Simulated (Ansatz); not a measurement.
Consider the formal hydrolysis of a C–C bond: `B/C=C(/C)F` + H₂O → `B/C=C(/O)F` + CH₄.

Computed with Ansatz on PBE0-D4/def2-TZVP structures; ΔE is electronic, products minus reactants. CCSD(T)/CBS is the MP2 limit (def2-TZVPP, def2-QZVPP) plus CCSD(T) − MP2 in def2-TZVPP, frozen cores. This one scheme is used for every species. Double bonds are as drawn, so ΔE can hold a change between cis and trans. Functionals use def2-TZVPP. B3LYP here is the variant with VWN-RPA as its local correlation; programs differ in this. HSE06 is defined as in plane-wave codes. Each species was taken in one conformer, which may not be the lowest.

Q: Is it downhill or uphill in electronic energy at CCSD(T)/CBS, and by how much? (An estimate is asked.)

A: The calculation gave: Uphill: ΔE = +6.7 kJ/mol.

Q: What do these levels give: r2SCAN-D4, B97M-V, B3LYP-D4, HSE06-D4, BHLYP-D4, CAM-B3LYP-D4, ωB97M-V, r2SCAN, CCSD(T)/def2-SVP, CCSD(T)/def2-TZVPP, HF/def2-QZVPP, SCS-MP2/def2-QZVPP? (Estimate.)

A: Ansatz gave: r2SCAN-D4 -14.4, B97M-V -14.6, B3LYP-D4 -7.7, HSE06-D4 -8.5, BHLYP-D4 -5.2, CAM-B3LYP-D4 -8.7, ωB97M-V -6.5, r2SCAN -15.0, CCSD(T)/def2-SVP -18.1, CCSD(T)/def2-TZVPP 0.8, HF/def2-QZVPP -6.1, SCS-MP2/def2-QZVPP 5.3 kJ/mol.

Q: What do rigid-rotor, harmonic-oscillator terms from PBE0-D4/def2-TZVP frequencies (298.15 K, 1 bar) make of the CCSD(T)/CBS value? (Estimate.)

A: Computed: ΔZPE = +1.5 kJ/mol, ΔH = +6.7 kJ/mol, ΔS = -13 J/(mol·K), ΔG = +10.7 kJ/mol.

Largest T1 diagnostic among the species: 0.013.

In def2-TZVPP, CCSD(T) changes the Hartree–Fock value by +7.7 kJ/mol (the triples alone add −0.8 kJ/mol) and MP2 by +9.5 kJ/mol. From PBE to PBE0 (25 % exact exchange), in def2-TZVPP and without D4, ΔE moves by +4.1 kJ/mol.
